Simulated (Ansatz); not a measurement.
Basis-set extrapolation for C2H4ClNSi (`N=C1[SiH2]C1Cl`) (PBE0-D4/def2-TZVP geometry, frozen core, the Gaussian-basis code of Ansatz). Multiplicity 1, RHF reference.

```tsv
	def2-TZVPP	def2-QZVPP
HF	-880.922341	-880.949847
MP2 correlation	-0.828689	-0.891426
CCSD(T) correlation	-0.912798	not run
```

Energies in hartree. Use E(X) = E(∞) + A·exp(−7.88·√X) for Hartree–Fock and E(X) = E(∞) + B·X^(−2.97) for correlation, with X = 3 and 4, and add CCSD(T) minus MP2 of the smaller set to the MP2 limit.

Problem. What is the CCSD(T) energy at the basis-set limit?

Solution. HF limit: -880.949847 + (-0.027506) × 0.13774 = -880.95364. MP2 limit: -0.891426 + (-0.062737) × 0.74074 = -0.93790. Higher-order term: -0.912798 − (-0.828689) = -0.08411. Total: -881.97565 hartree, 88.2 kcal/mol below CCSD(T)/def2-TZVPP.
